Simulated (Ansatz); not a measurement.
Isolated molecules relaxed with PBE0-D4/def2-TZVP in Ansatz; ΔE leaves out vibrations. CCSD(T)/CBS is the MP2 limit (def2-TZVPP, def2-QZVPP) plus CCSD(T) − MP2 in def2-TZVPP, frozen cores. Functionals use def2-TZVPP. B3LYP here is the variant with VWN-RPA as its local correlation; programs differ in this. Each species was taken in one conformer, which may not be the lowest.

`CCSS[SiH3]` + `CO[SiH](O)F` → `CO[SiH](F)O[SiH3]` + `CCSS`  (ligand exchange at the Si–S bond)

`CCSS[SiH3]`:

```xyz
13

C     1.582   -0.980    1.163
C     0.851   -1.010   -0.160
S    -0.946   -1.178   -0.014
S    -1.487    0.590    0.898
Si   -1.822    1.677   -0.916
H     2.660   -0.894    0.999
H     1.390   -1.888    1.738
H     1.264   -0.123    1.760
H     1.132   -1.887   -0.753
H     1.066   -0.126   -0.764
H    -2.182    3.067   -0.527
H    -0.583    1.692   -1.734
H    -2.924    1.060   -1.691
```

`CO[SiH](O)F`:

```xyz
10

C     0.272   -0.802   -1.384
O     0.160    0.344   -0.565
Si   -0.410    0.365    0.954
O    -0.127    1.824    1.598
F     0.334   -0.785    1.772
H    -0.713   -1.219   -1.618
H     0.878   -1.575   -0.904
H     0.752   -0.505   -2.317
H    -1.852    0.095    1.056
H     0.706    2.257    1.407
```

`CO[SiH](F)O[SiH3]`:

```xyz
13

C     2.218    0.320   -0.908
O     0.939    0.342   -0.309
Si   -0.391   -0.374   -0.898
F    -0.105   -1.925   -1.107
O    -1.573   -0.183    0.176
Si   -1.912    0.109    1.757
H     2.188    0.710   -1.931
H     2.880    0.952   -0.315
H     2.625   -0.695   -0.928
H    -0.792    0.162   -2.209
H    -3.349   -0.186    1.967
H    -1.641    1.532    2.075
H    -1.087   -0.762    2.631
```

`CCSS`:

Cartesian coordinates in Å:
```
C 0.579 0.842 0.446
C 0.703 -0.609 0.041
S -0.372 -1.094 -1.336
S -2.243 -0.973 -0.539
H 1.274 1.072 1.258
H 0.796 1.505 -0.393
H -0.430 1.057 0.803
H 1.706 -0.834 -0.338
H 0.510 -1.282 0.878
H -2.523 0.315 -0.820
```

**Question.** Is it downhill or uphill in electronic energy at CCSD(T)/CBS, and by how much? (Best estimate.)

**Answer.** Ansatz gave: Downhill: ΔE = -0.47 eV.

**Question.** What do these levels give: PBE-D4, r2SCAN-D4, PBE0-D4, B3LYP-D4, B2PLYP, B3LYP, HF/def2-TZVPP, CCSD/def2-TZVPP, CCSD(T)/def2-TZVPP, HF/CBS(def2), MP2/CBS(def2), CCSD/CBS(def2)? (Estimate.)

**Answer.** Computed: PBE-D4 -0.30, r2SCAN-D4 -0.44, PBE0-D4 -0.36, B3LYP-D4 -0.50, B2PLYP -0.53, B3LYP -0.55, HF/def2-TZVPP -0.75, CCSD/def2-TZVPP -0.55, CCSD(T)/def2-TZVPP -0.50, HF/CBS(def2) -0.78, MP2/CBS(def2) -0.42, CCSD/CBS(def2) -0.52 eV.

Largest T1 diagnostic among the species: 0.011.

The D4 term adds +0.05 eV with B3LYP and +0.02 eV with PBE0; it sums over pairs of atoms, weighted by their polarisabilities, and B3LYP, whose exchange is more repulsive, gets the larger term. In def2-TZVPP, CCSD(T) changes the Hartree–Fock value by +0.25 eV (the triples alone add +0.05 eV) and MP2 by +0.30 eV. From PBE to PBE0 (25 % exact exchange), in def2-TZVPP and without D4, ΔE moves by −0.06 eV.
